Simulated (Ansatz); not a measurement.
CH5GaS2 (`[CH3][Ga]([SH])[SH]`), relaxed with RKS PBE0-D4/def2-TZVP in Ansatz 0.2.0 from a GFN2-xTB geometry. The force threshold is 0.005 eV/Å; the program also tests the step.

Total charge 0; spin multiplicity 1.

Start:

```xyz
9

C    -0.670    0.978   -1.010
Ga    0.224   -0.453    0.146
S     0.732   -2.503   -0.597
S     0.748   -0.057    2.301
H    -1.723    1.084   -0.734
H    -0.180    1.946   -0.882
H    -0.613    0.685   -2.059
H     1.211   -2.857    0.594
H     0.271    1.178    2.240
```

(1) How much energy does the relaxation release, and in how many steps? (Best estimate.)

(2) Which bonds change most? (Best estimate.)

(3) Give the relaxed structure. (Best estimate.)

Answers

(1) Ansatz gave: 2.11 kcal/mol, in 15 steps.

(2) Computed: C1–Ga2 from 2.045 to 1.955 Å; Ga2–S4 from 2.253 to 2.207 Å; Ga2–S3 from 2.239 to 2.203 Å; S4–H9 from 1.326 to 1.343 Å.

(3) Computed: 
```xyz
9

C    -0.643    0.935   -0.997
Ga    0.201   -0.408    0.147
S     0.744   -2.399   -0.622
S     0.679   -0.072    2.276
H    -1.646    1.158   -0.627
H    -0.063    1.860   -0.981
H    -0.717    0.580   -2.025
H     1.242   -2.837    0.545
H     0.202    1.183    2.284
```
